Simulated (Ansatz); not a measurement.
Breaking the C2–H6 bond in CH6Sn (SMILES [CH3][SnH3]) (multiplicity 1 held, fragments rigid). Energies count from the point at 1.089 Å.
Geometry at that point (charge 0, multiplicity 1):
```xyz
8

Sn    -0.301     0.032    -0.006
C      1.844    -0.199     0.039
H     -0.976    -0.976    -1.217
H     -0.710     1.661    -0.350
H     -0.971    -0.399     1.511
H      2.099    -1.235     0.257
H      2.269     0.443     0.809
H      2.266     0.076    -0.927
```

Restricted levels (R-, RO-) in cc, def2 and unpolarised 6-31G sets keep to the state of the molecule at rest. Unrestricted levels (U-) break spin symmetry where that is lower. Active spaces are followed from a long bond inwards. Curves can end on different states.

Correlated levels freeze the cores. Filled d and f shells under p-block atoms count as core.

Codes used: Ansatz (Gaussian basis) for Hartree–Fock, density functionals and correlated methods. Values without a source in brackets are computed. In def2 rows elements past Kr take small-core potentials, without spin–orbit coupling.

Energies in eV.

```json
[
 {"R (Å)": "0.871", "R-MP2/def2-SVP": "1.44", "U-MP2/def2-SVP": "1.44", "R-SCS-MP2/def2-SVP": "1.45", "R-CCSD/def2-SVP": "1.44", "CASSCF(2,2)/def2-SVP": "1.50", "FIC-MRCISD+Q on CASSCF(2,2)/def2-SVP": "1.45"},
 {"R (Å)": "0.980", "R-MP2/def2-SVP": "0.31", "U-MP2/def2-SVP": "0.31", "R-SCS-MP2/def2-SVP": "0.31", "R-CCSD/def2-SVP": "0.31", "CASSCF(2,2)/def2-SVP": "0.35", "FIC-MRCISD+Q on CASSCF(2,2)/def2-SVP": "0.32"},
 {"R (Å)": "1.089", "R-MP2/def2-SVP": "0.00", "U-MP2/def2-SVP": "0.00", "R-SCS-MP2/def2-SVP": "0.00", "R-CCSD/def2-SVP": "0.00", "CASSCF(2,2)/def2-SVP": "0.00", "FIC-MRCISD+Q on CASSCF(2,2)/def2-SVP": "0.00"},
 {"R (Å)": "1.198", "R-MP2/def2-SVP": "0.14", "U-MP2/def2-SVP": "0.14", "R-SCS-MP2/def2-SVP": "0.14", "R-CCSD/def2-SVP": "0.14", "CASSCF(2,2)/def2-SVP": "(withheld)", "FIC-MRCISD+Q on CASSCF(2,2)/def2-SVP": "0.13"},
 {"R (Å)": "1.306", "R-MP2/def2-SVP": "0.52", "U-MP2/def2-SVP": "0.52", "R-SCS-MP2/def2-SVP": "0.51", "R-CCSD/def2-SVP": "0.50", "CASSCF(2,2)/def2-SVP": "0.42", "FIC-MRCISD+Q on CASSCF(2,2)/def2-SVP": "0.49"},
 {"R (Å)": "1.470", "R-MP2/def2-SVP": "1.29", "U-MP2/def2-SVP": "1.29", "R-SCS-MP2/def2-SVP": "1.26", "R-CCSD/def2-SVP": "1.24", "CASSCF(2,2)/def2-SVP": "1.08", "FIC-MRCISD+Q on CASSCF(2,2)/def2-SVP": "1.21"},
 {"R (Å)": "1.633", "R-MP2/def2-SVP": "2.11", "U-MP2/def2-SVP": "2.11", "R-SCS-MP2/def2-SVP": "2.07", "R-CCSD/def2-SVP": "2.01", "CASSCF(2,2)/def2-SVP": "1.77", "FIC-MRCISD+Q on CASSCF(2,2)/def2-SVP": "1.97"},
 {"R (Å)": "1.905", "R-MP2/def2-SVP": "3.38", "U-MP2/def2-SVP": "3.78", "R-SCS-MP2/def2-SVP": "3.31", "R-CCSD/def2-SVP": "3.15", "CASSCF(2,2)/def2-SVP": "2.76", "FIC-MRCISD+Q on CASSCF(2,2)/def2-SVP": "3.06"},
 {"R (Å)": "2.177", "R-MP2/def2-SVP": "4.41", "U-MP2/def2-SVP": "4.43", "R-SCS-MP2/def2-SVP": "4.31", "R-CCSD/def2-SVP": "4.01", "CASSCF(2,2)/def2-SVP": "3.48", "FIC-MRCISD+Q on CASSCF(2,2)/def2-SVP": "3.83"},
 {"R (Å)": "2.504", "R-MP2/def2-SVP": "5.33", "U-MP2/def2-SVP": "4.71", "R-SCS-MP2/def2-SVP": "5.19", "R-CCSD/def2-SVP": "4.68", "CASSCF(2,2)/def2-SVP": "(withheld)", "FIC-MRCISD+Q on CASSCF(2,2)/def2-SVP": "4.39"},
 {"R (Å)": "2.940", "R-MP2/def2-SVP": "6.11", "U-MP2/def2-SVP": "4.83", "R-SCS-MP2/def2-SVP": "5.90", "R-CCSD/def2-SVP": "5.14", "CASSCF(2,2)/def2-SVP": "(withheld)", "FIC-MRCISD+Q on CASSCF(2,2)/def2-SVP": "4.72"},
 {"R (Å)": "3.484", "R-MP2/def2-SVP": "6.47", "U-MP2/def2-SVP": "4.86", "R-SCS-MP2/def2-SVP": "6.15", "R-CCSD/def2-SVP": "5.35", "CASSCF(2,2)/def2-SVP": "4.38", "FIC-MRCISD+Q on CASSCF(2,2)/def2-SVP": "4.84"}
]
```

Complete the blanks.


- 2.940, CASSCF(2,2)/def2-SVP: 4.28
- 2.504, CASSCF(2,2)/def2-SVP: 3.99
- 1.198, CASSCF(2,2)/def2-SVP: 0.10

Doubts at one or more of the structures used: a restricted determinant that unrestricted orbitals would lower (R-MP2/def2-SVP, R-SCS-MP2/def2-SVP, R-CCSD/def2-SVP); a spin-contaminated determinant (U-MP2/def2-SVP); other coupled-cluster roots lie near (R-CCSD/def2-SVP); T1 above 0.05 (R-CCSD/def2-SVP).

Ansatz is a quantum-chemistry and plane-wave program.
